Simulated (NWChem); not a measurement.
System: CsF; SMILES [F][Cs]

Input file for NWChem:

```
start job
memory heap 200 mb stack 900 mb global 1100 mb
geometry units angstroms noautosym nocenter noautoz
  Cs     0.000000     0.000000    -0.361050
  F      0.000000     0.000000     2.019376
end
basis spherical
  Cs library def2-tzvpp
  F library def2-tzvpp
end
ecp
  Cs library def2-ecp
end
dft
  xc xpbe96 cpbe96
  iterations 150
  vectors input atomic output neutral.movecs
end
task dft energy
charge 1
dft
  odft
  mult 2
  vectors input atomic output cation.movecs
end
task dft energy
```

Output (shortened):

```
             Northwest Computational Chemistry Package (NWChem) 7.3.0
             --------------------------------------------------------

                             Geometry "geometry" -> ""
                             -------------------------

 Output coordinates in angstroms (scale by  1.889725989 to convert to a.u.)

  No.       Tag          Charge          X              Y              Z
 ---- ---------------- ---------- -------------- -------------- --------------
    1 Cs                  55.0000     0.00000000     0.00000000    -0.36105000
    2 F                    9.0000     0.00000000     0.00000000     2.01937600

 Effective nuclear repulsion energy (a.u.)     110.0402777716

 Summary of "ao basis" -> "ao basis" (spherical)
 ------------------------------------------------------------------------------
       Tag                 Description            Shells   Functions and Types
 ---------------- ------------------------------  ------  ---------------------
 Cs                        def2-tzvpp               12       36   5s3p3d1f
 F                         def2-tzvpp               11       31   5s3p2d1f

            General Information
            -------------------
          SCF calculation type: DFT
          Wavefunction type:  closed shell.
          No. of atoms     :     2
          No. of electrons :    18
           Alpha electrons :     9
            Beta electrons :     9
          Charge           :     0
          Spin multiplicity:     1
          Use of symmetry is: off; symmetry adaption is: off
          Maximum number of iterations: 150
          AO basis - number of functions:    67
                     number of shells:    23
          Convergence on energy requested:  1.00D-06
          Convergence on density requested:  1.00D-05
          Convergence on gradient requested:  5.00D-04

              XC Information
              --------------
          PerdewBurkeErnzerhof Exchange Functional  1.000
            Perdew 1991 LDA Correlation Functional  1.000 local
           PerdewBurkeErnz. Correlation Functional  1.000 non-local

             Grid Information
             ----------------
          Grid used for XC integration:  medium
          Radial quadrature: Mura-Knowles
          Angular quadrature: Lebedev.
          Tag              B.-S. Rad. Rad. Pts. Rad. Cut. Ang. Pts.
          ---              ---------- --------- --------- ---------
          Cs                  2.60      123          14.0       590
          F                   0.50       49          10.0       434
          Grid pruning is: on
          Number of quadrature shells:   172
          Spatial weights used:  Erf1

      Superposition of Atomic Density Guess
      -------------------------------------

 Sum of atomic energies:        -122.02575117

      Non-variational initial energy
      ------------------------------

 Total energy =    -118.986674
 1-e energy   =    -207.691031
 2-e energy   =      70.697766
 HOMO         =      -0.546239
 LUMO         =      -0.048722

   convergence    iter        energy       DeltaE   RMS-Dens  Diis-err
 ---------------- ----- ----------------- --------- --------- ---------
 d= 0,ls=0.0,diis     1   -119.8780373712 -1.38D+02  5.95D-02  1.10D+00
 d= 0,ls=0.5,diis     2   -108.0948800525  1.18D+01  1.49D-02  2.28D+01
 d= 0,ls=0.5,diis     3   -111.2563058985 -3.16D+00  1.99D-02  4.37D+01
 d= 0,ls=0.5,diis     4   -116.4827480597 -5.23D+00  1.51D-02  3.23D+01
 d= 0,ls=0.5,diis     5   -118.8506541959 -2.37D+00  1.42D-02  9.94D+00
 d= 0,ls=0.5,diis     6   -119.7969640368 -9.46D-01  9.33D-03  7.52D-01
 d= 0,ls=0.5,diis     7   -119.9511143453 -1.54D-01  5.01D-03  1.37D-01
  Resetting Diis
 d= 0,ls=0.5,diis     8   -119.9721565169 -2.10D-02  2.86D-03  2.34D-01
 d= 0,ls=0.5,diis     9   -119.9886273981 -1.65D-02  3.79D-03  1.47D-01
 d= 0,ls=0.5,diis    10   -119.9935352417 -4.91D-03  1.45D-03  1.99D-01
 d= 0,ls=0.5,diis    11   -120.0052417688 -1.17D-02  1.11D-03  3.54D-02
 d= 0,ls=0.5,diis    12   -120.0092352811 -3.99D-03  7.15D-04  4.61D-03
 d= 0,ls=0.5,diis    13   -120.0104944014 -1.26D-03  5.29D-04  1.29D-03
 d= 0,ls=0.5,diis    14   -120.0111402066 -6.46D-04  4.05D-04  6.90D-04
 d= 0,ls=0.5,diis    15   -120.0115123066 -3.72D-04  3.17D-04  4.83D-04
 d= 0,ls=0.5,diis    16   -120.0117442108 -2.32D-04  2.50D-04  3.12D-04
 d= 0,ls=0.5,diis    17   -120.0118890882 -1.45D-04  1.99D-04  1.92D-04
 d= 0,ls=0.5,diis    18   -120.0119798097 -9.07D-05  1.56D-04  1.05D-04
 d= 0,ls=0.5,diis    19   -120.0120345836 -5.48D-05  1.23D-04  6.47D-05
 d= 0,ls=0.5,diis    20   -120.0120682989 -3.37D-05  9.75D-05  4.14D-05
 d= 0,ls=0.5,diis    21   -120.0120893198 -2.10D-05  7.68D-05  2.60D-05
 d= 0,ls=0.5,diis    22   -120.0121023475 -1.30D-05  6.10D-05  1.67D-05
 d= 0,ls=0.5,diis    23   -120.0121105075 -8.16D-06  4.85D-05  1.07D-05
 d= 0,ls=0.5,diis    24   -120.0121156667 -5.16D-06  3.84D-05  6.46D-06
 d= 0,ls=0.5,diis    25   -120.0121188683 -3.20D-06  3.05D-05  4.14D-06
 d= 0,ls=0.5,diis    26   -120.0121208784 -2.01D-06  2.42D-05  2.66D-06
 d= 0,ls=0.5,diis    27   -120.0121221430 -1.26D-06  1.92D-05  1.71D-06
 d= 0,ls=0.5,diis    28   -120.0121229390 -7.96D-07  1.53D-05  1.11D-06
 d= 0,ls=0.5,diis    29   -120.0121234439 -5.05D-07  1.22D-05  6.97D-07
 d= 0,ls=0.5,diis    30   -120.0121237621 -3.18D-07  9.68D-06  4.40D-07

         Total DFT energy =     -120.012123962617
      One electron energy =     -210.736393984360
           Coulomb energy =       86.374116604331
    Exchange-Corr. energy =      -13.656437490676
 Nuclear repulsion energy =       18.006590908088

 Numeric. integr. density =       18.000001314416

                       DFT Final Molecular Orbital Analysis
                       ------------------------------------

[...]
```

Level: PBE/def2-TZVPP with def2 effective core potentials on Cs, vertical spin-unrestricted ions. Coordinates come from a PBE0-D3(BJ)/def2-TZVP optimisation. def2 effective core potentials on Cs; no spin-orbit coupling.
